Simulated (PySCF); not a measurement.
# Calculated NMR data

PySCF 2.14.0 with density-fitted response routines calculation with structure optimised with GFN2-xTB and shieldings: GIAO PBE0/pcSseg-1; equivalent nuclei averaged, relativity neglected, gas phase, one computed conformer.

Referencing at the same level of theory: TMS for $^{1}$H, $^{13}$C. Where no couplings were computed, multiplicities follow the n + 1 count of equivalent neighbours, and m marks all less simple cases (inequivalent or close neighbours, rings, F or P nearby). Shifts are as computed. Against solution values, carbons near 30 ppm lie about +3 ppm off and those near 130 ppm about +5 ppm; carbons on Cl a further +6 ppm. Of 1211 compounds with measured shifts, 218 miss one by over three times the rms of a fit or turn the order of signals round; such compounds aren't used in these exercises. Carbons bonded to Cl come out too deshielded. OH and NH positions are gas-phase values without hydrogen bonding to other molecules.

Compound 1 (C$_{8}$H$_{12}$O$_{3}$). $^{1}$H NMR (600 MHz, computed): δ 4.48 (m, 1H), 4.38 (m, 1H), 4.17 (m, 1H), 2.65 (m, 1H), 2.32 (m, 1H), 2.24 (m, 1H), 1.97 (m, 1H), 1.86 (m, 1H), 1.85 (m, 1H), 1.80 (m, 1H), 1.57 (m, 1H), 1.29 (m, 1H). $^{13}$C{$^{1}$H} NMR (computed): δ 150.9, 79.9, 68.2, 40.9, 28.7, 21.8, 20.2, 17.3. Structure: SMILES O=C1OCC[C@@H](C2CCC2)O1.

Compound 2 (C$_{6}$H$_{9}$NSi). $^{1}$H NMR (600 MHz, computed): δ 7.49 (m, 2H), 6.99 (t, 1H), 6.77 (d, 2H), 4.81 (s, 3H), 3.12 (br s, 1H). $^{13}$C{$^{1}$H} NMR (computed): δ 152.1, 135.1, 122.6, 118.1. Structure: `InChI=1S/C6H9NSi/c8-7-6-4-2-1-3-5-6/h1-5,7H,8H3`.

Compound 3 (C$_{8}$H$_{12}$O$_{3}$). $^{1}$H NMR (600 MHz, computed): δ 5.57 (s, 1H), 5.52 (s, 1H), 3.73 (s, 3H), 1.86 (sept, 1H), 1.14 (d, 6H). $^{13}$C{$^{1}$H} NMR (computed): δ 159.0, 146.3, 128.9, 111.7, 53.9, 34.9, 22.1. Structure: SMILES COC1=COC=C(C(C)C)O1.

Compound 4 (C$_{7}$H$_{10}$Cl$_{2}$Si). $^{1}$H NMR (600 MHz, computed): δ 6.21 (br s, 1H), 5.87 (br s, 1H), 5.40 (s, 1H), 2.90 (m, 1H), 2.90 (m, 1H), 2.64 (m, 1H), 2.43 (m, 1H), 2.14 (s, 3H). $^{13}$C{$^{1}$H} NMR (computed): δ 158.7, 152.9, 150.1, 136.8, 41.7, 29.0, 25.1. Structure: `C=C(C)[Si@H](Cl)C1=C(Cl)CC1`.
